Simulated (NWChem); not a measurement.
System: stibine (SbH$_{3}$); SMILES [SbH3]

Here is an NWChem input.

```
start job
memory heap 200 mb stack 900 mb global 1100 mb
geometry units angstroms noautoz
  Sb     0.000000     0.000000     0.032948
  H     -0.343600     1.369063    -0.928994
  H      1.357443    -0.386965    -0.928994
  H     -1.013843    -0.982098    -0.928994
end
basis spherical
  * library def2-tzvpp
end
ecp
  Sb library def2-ecp
end
dft
  xc hfexch
  iterations 150
  mulliken
end
task dft gradient
```

Excerpt of the output:

```
             Northwest Computational Chemistry Package (NWChem) 7.3.0
             --------------------------------------------------------

 C3V symmetry detected

                             Geometry "geometry" -> ""
                             -------------------------

 Output coordinates in angstroms (scale by  1.889725989 to convert to a.u.)

  No.       Tag          Charge          X              Y              Z
 ---- ---------------- ---------- -------------- -------------- --------------
    1 Sb                  51.0000     0.00000000     0.00000000     0.05344122
    2 H                    1.0000     0.99809669     0.99809669    -0.90850078
    3 H                    1.0000     0.36532874    -1.36342543    -0.90850078
    4 H                    1.0000    -1.36342543     0.36532874    -0.90850078

 Effective nuclear repulsion energy (a.u.)      48.0484666837

      Symmetry information
      --------------------

 Group name             C3v
 Group number             17
 Group order               6
 No. of unique centers     2

 Summary of "ao basis" -> "ao basis" (spherical)
 ------------------------------------------------------------------------------
       Tag                 Description            Shells   Functions and Types
 ---------------- ------------------------------  ------  ---------------------
 Sb                        def2-tzvpp               16       50   6s5p3d2f
 H                         def2-tzvpp                6       14   3s2p1d

      Symmetry analysis of basis
      --------------------------

        a1         28
        a2          6
        e          58

  Rotation of axis

            General Information
            -------------------
          SCF calculation type: DFT
          Wavefunction type:  closed shell.
          No. of atoms     :     4
          No. of electrons :    26
           Alpha electrons :    13
            Beta electrons :    13
          Charge           :     0
          Spin multiplicity:     1
          Use of symmetry is: on ; symmetry adaption is: on
          Maximum number of iterations: 150
          AO basis - number of functions:    92
                     number of shells:    34
          Convergence on energy requested:  1.00D-06
          Convergence on density requested:  1.00D-05
          Convergence on gradient requested:  5.00D-04

              XC Information
              --------------
                     Hartree-Fock (Exact) Exchange  1.000

      Superposition of Atomic Density Guess
      -------------------------------------

 Sum of atomic energies:        -279.13307613

      Non-variational initial energy
      ------------------------------

 Total energy =    -240.765452
 1-e energy   =    -464.552192
 2-e energy   =     201.761322
 HOMO         =      -0.287514
 LUMO         =       0.043117

      Symmetry analysis of molecular orbitals - initial
      -------------------------------------------------

  Numbering of irreducible representations:

     1 a1          2 a2          3 e

  Orbital symmetries:

     1 a1          2 e           3 e           4 a1          5 e
     6 e           7 e           8 e           9 a1         10 a1
    11 e          12 e          13 a1         14 e          15 e
    16 a1         17 e          18 e          19 a1         20 a1
    21 e          22 e          23 e

     ---------------------------------------------
      Total Density - Mulliken Population Analysis
     ---------------------------------------------

    Atom       Charge   Shell Charges
 -----------   ------   -------------------------------------------------------
    1 Sb  23    22.80   0.16 -0.66  1.56  0.94  1.01  0.74 -0.47  6.43  0.90  1.52  0.59  9.02  0.97  0.07  0.01  0.00
    2 H    1     1.07   0.20  0.54  0.31  0.00  0.02  0.00
    3 H    1     1.07   0.20  0.54  0.31  0.00  0.02  0.00
    4 H    1     1.07   0.20  0.54  0.31  0.00  0.02  0.00

   convergence    iter        energy       DeltaE   RMS-Dens  Diis-err
 ---------------- ----- ----------------- --------- --------- ---------
 d= 0,ls=0.0,diis     1   -240.9676970117 -2.63D+02  2.28D-03  4.03D-02
 d= 0,ls=0.0,diis     2   -240.9789437772 -1.12D-02  9.99D-04  5.11D-03
 d= 0,ls=0.0,diis     3   -240.9802386391 -1.29D-03  3.65D-04  8.73D-04
 d= 0,ls=0.0,diis     4   -240.9804357406 -1.97D-04  1.04D-04  2.08D-05
 d= 0,ls=0.0,diis     5   -240.9804454935 -9.75D-06  2.41D-05  8.93D-07
 d= 0,ls=0.0,diis     6   -240.9804458696 -3.76D-07  2.91D-06  4.10D-08

         Total DFT energy =     -240.980445869621
      One electron energy =     -465.195090737874
           Coulomb energy =      221.621343160395
    Exchange-Corr. energy =      -19.432116692563
 Nuclear repulsion energy =       22.025418400422

 Numeric. integr. density =        0.000000000000

                  Occupations of the irreducible representations
                  ----------------------------------------------

                     irrep           alpha         beta
                     --------     --------     --------
                     a1                5.0          5.0
                     a2                0.0          0.0
                     e                 8.0          8.0

                       DFT Final Molecular Orbital Analysis
                       ------------------------------------

 Vector   11  Occ=2.000000D+00  E=-4.620697D-01  Symmetry=e
              MO Center= -3.6D-01,  3.0D-01, -5.9D-01, r^2= 2.4D+00
   Bfn.  Coefficient  Atom+Function         Bfn.  Coefficient  Atom+Function
  ----- ------------  ---------------      ----- ------------  ---------------
    80      0.277430  4 H  s                 10      0.270184  1 Sb px
    16     -0.254984  1 Sb px                13     -0.228393  1 Sb px
    52     -0.191913  2 H  s                 81      0.188496  4 H  s
    79      0.141645  4 H  s                 53     -0.130393  2 H  s
    51     -0.097983  2 H  s                 25      0.094514  1 Sb d  1

 Vector   12  Occ=2.000000D+00  E=-4.620697D-01  Symmetry=e
              MO Center=  3.6D-01, -3.0D-01, -5.9D-01, r^2= 2.4D+00
   Bfn.  Coefficient  Atom+Function         Bfn.  Coefficient  Atom+Function
  ----- ------------  ---------------      ----- ------------  ---------------
    11      0.270184  1 Sb py                66      0.270975  3 H  s
    17     -0.254984  1 Sb py                14     -0.228393  1 Sb py
    52     -0.209548  2 H  s                 67      0.184111  3 H  s
    53     -0.142374  2 H  s                 65      0.138349  3 H  s
    51     -0.106987  2 H  s                 23     -0.094514  1 Sb d -1

 Vector   13  Occ=2.000000D+00  E=-3.603373D-01  Symmetry=a1
              MO Center=  2.0D-16, -7.3D-16,  2.9D-01, r^2= 2.6D+00
   Bfn.  Coefficient  Atom+Function         Bfn.  Coefficient  Atom+Function
  ----- ------------  ---------------      ----- ------------  ---------------
     6      0.384009  1 Sb s                 18      0.375160  1 Sb pz
     5      0.338693  1 Sb s                 12     -0.322691  1 Sb pz
    15      0.279966  1 Sb pz                 3     -0.216006  1 Sb s
     2      0.202294  1 Sb s                  4     -0.169312  1 Sb s
    21      0.165462  1 Sb pz                52     -0.121546  2 H  s

 Vector   14  Occ=0.000000D+00  E= 9.272303D-02  Symmetry=e
              MO Center= -4.2D-03, -2.0D-01,  2.9D-01, r^2= 5.8D+00
   Bfn.  Coefficient  Atom+Function         Bfn.  Coefficient  Atom+Function
  ----- ------------  ---------------      ----- ------------  ---------------
    19      1.206501  1 Sb px                53     -1.049997  2 H  s
    81      0.890729  4 H  s                 20      0.514367  1 Sb py
    16      0.188492  1 Sb px                67      0.159268  3 H  s
    10     -0.153555  1 Sb px                13      0.152776  1 Sb px
    52     -0.107079  2 H  s                 80      0.090837  4 H  s

 Vector   15  Occ=0.000000D+00  E= 9.272303D-02  Symmetry=e
              MO Center=  4.2D-03,  2.0D-01,  2.9D-01, r^2= 5.8D+00
   Bfn.  Coefficient  Atom+Function         Bfn.  Coefficient  Atom+Function
  ----- ------------  ---------------      ----- ------------  ---------------
    20      1.206501  1 Sb py                67      1.120479  3 H  s
    81     -0.698170  4 H  s                 19     -0.514367  1 Sb px
    53     -0.422309  2 H  s                 17      0.188492  1 Sb py
    11     -0.153555  1 Sb py                14      0.152776  1 Sb py
    66      0.114267  3 H  s                 23     -0.089942  1 Sb d -1

 Vector   16  Occ=0.000000D+00  E= 1.336442D-01  Symmetry=a1
              MO Center=  4.4D-15,  3.6D-15,  4.0D-01, r^2= 7.3D+00
   Bfn.  Coefficient  Atom+Function         Bfn.  Coefficient  Atom+Function
  ----- ------------  ---------------      ----- ------------  ---------------
     6      2.276217  1 Sb s                 21     -1.475278  1 Sb pz
    53     -1.330501  2 H  s                 67     -1.330501  3 H  s
    81     -1.330501  4 H  s                  3     -0.253678  1 Sb s
     2      0.234599  1 Sb s                 18     -0.215065  1 Sb pz
     4     -0.196710  1 Sb s                  5      0.177106  1 Sb s

     ---------------------------------------------
      Total Density - Mulliken Population Analysis
     ---------------------------------------------

    Atom       Charge   Shell Charges
 -----------   ------   -------------------------------------------------------
    1 Sb  23    22.59   0.15 -0.65  1.56  0.94  0.99  0.68 -0.47  6.44  0.92  1.48  0.41  9.04  0.97  0.12  0.02  0.00
    2 H    1     1.14   0.21  0.60  0.30  0.00  0.02  0.00
    3 H    1     1.14   0.21  0.60  0.30  0.00  0.02  0.00
    4 H    1     1.14   0.21  0.60  0.30  0.00  0.02  0.00

     -------------------------------------------
      Total Density - Lowdin Population Analysis
     -------------------------------------------

    Atom       Charge   Shell Charges
 -----------   ------   -------------------------------------------------------
    1 Sb  23    22.57   0.00  0.01  0.87  1.04  0.71  0.62  0.07  5.47  1.25  1.48  0.78  8.43  1.51  0.27  0.05  0.00
    2 H    1     1.14   0.23  0.49  0.33  0.00  0.08  0.01
    3 H    1     1.14   0.23  0.49  0.33  0.00  0.08  0.01
    4 H    1     1.14   0.23  0.49  0.33  0.00  0.08  0.01

     Multipole analysis of the density
     ---------------------------------

     L   x y z        total         alpha         beta         nuclear
     -   - - -        -----         -----         ----         -------
     0   0 0 0      0.000000    -13.000000    -13.000000     26.000000

     1   1 0 0     -0.000000      0.000000      0.000000     -0.000000
     1   0 1 0     -0.000000     -0.000000     -0.000000     -0.000000
     1   0 0 1      0.145049      1.486374      1.486374     -2.827699

     2   2 0 0    -20.990889    -15.831670    -15.831670     10.672451
     2   1 1 0      0.000000      0.000000      0.000000      0.000000
     2   1 0 1     -0.000000     -0.000000     -0.000000      0.000000
     2   0 2 0    -20.990889    -15.831670    -15.831670     10.672451
     2   0 1 1     -0.000000     -0.000000     -0.000000      0.000000
     2   0 0 2    -22.951586    -16.014273    -16.014273      9.076960

            General Information
            -------------------
          SCF calculation type: DFT
          Wavefunction type:  closed shell.
          No. of atoms     :     4
          No. of electrons :    26
           Alpha electrons :    13
            Beta electrons :    13
          Charge           :     0
          Spin multiplicity:     1
          Use of symmetry is: on ; symmetry adaption is: on
          Maximum number of iterations: 150
          AO basis - number of functions:    92
                     number of shells:    34
          Convergence on energy requested:  1.00D-06
          Convergence on density requested:  1.00D-05
          Convergence on gradient requested:  5.00D-04

              XC Information
              --------------
                     Hartree-Fock (Exact) Exchange  1.000

          Convergence Information
          -----------------------
          Convergence aids based upon iterative change in
          total energy or number of iterations.
          Levelshifting, if invoked, occurs when the
          HOMO/LUMO gap drops below (HL_TOL):  1.00D-02
          DIIS, if invoked, will attempt to extrapolate
          using up to (NFOCK): 10 stored Fock matrices.

                    Damping( 0%)  Levelshifting(0.5)       DIIS
                  --------------- ------------------- ---------------
          dE  on:    start            ASAP                start
          dE off:    2 iters        150 iters           150 iters

                            NWChem DFT Gradient Module
                            --------------------------

  charge          =   0.00
  wavefunction    = closed shell

  Using symmetry

                         DFT ENERGY GRADIENTS

    atom               coordinates                        gradient
                 x          y          z           x          y          z
   1 Sb      0.000000   0.000000   0.100989    0.000000   0.000000   0.011547
   2 H       1.886129   1.886129  -1.716818    0.000635   0.000635  -0.003849
   3 H       0.690371  -2.576500  -1.716818    0.000233  -0.000868  -0.003849
   4 H      -2.576500   0.690371  -1.716818   -0.000868   0.000233  -0.003849
```

Level: Hartree-Fock/def2-TZVPP with def2 effective core potentials on Sb. The geometry was optimised at PBE0-D3(BJ)/def2-TZVP. def2 effective core potentials on Sb; no spin-orbit coupling.
